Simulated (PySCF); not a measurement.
## SrF: from constants to spectrum

UHF-CCSD(T) constants of SrF, ²Σ⁺ (doublet), unpaired electrons σ ↑ (Sr def2-TZVPP with ECP28, F def2-TZVPP; scalar-relativistic core potentials (PySCF 2.14); masses 87.9056 and 18.9984 u):

```
ωe              : 483.5 cm⁻¹
ωexe            : 2.08 cm⁻¹
Be              : 0.24626 cm⁻¹
αe              : 0.00156 cm⁻¹
D (centrifugal) : 2.56e-07 cm⁻¹
De to Sr + F    : 5.07 eV
```

**Question.** Give the vibrational terms G(v) and spacings up to v = 6.

**Answer.** G(v) = ωe(v+½) − ωexe(v+½)².

| v | G(v) (cm⁻¹) | G(v) − G(v−1) | Bv (cm⁻¹) |
| --- | --- | --- | --- |
| 0 | 241.2 |  | 0.2455 |
| 1 | 720.6 | 479.3 | 0.2439 |
| 2 | 1195.8 | 475.2 | 0.2424 |
| 3 | 1666.8 | 471.0 | 0.2408 |
| 4 | 2133.6 | 466.9 | 0.2392 |
| 5 | 2596.3 | 462.7 | 0.2377 |
| 6 | 3054.9 | 458.5 | 0.2361 |

**Question.** How well does the Morse estimate ωe²/(4ωexe) reproduce De, and what is D0?

**Answer.** It gives 3.48 eV, 69 % of the computed De. D0 = De − G(0) = 5.07 − 0.03 = 5.04 eV.

Correlated steps freeze 1 core orbital. Spin–orbit coupling is left out. The state was picked by a PBE0 search and need not be the measured ground state.
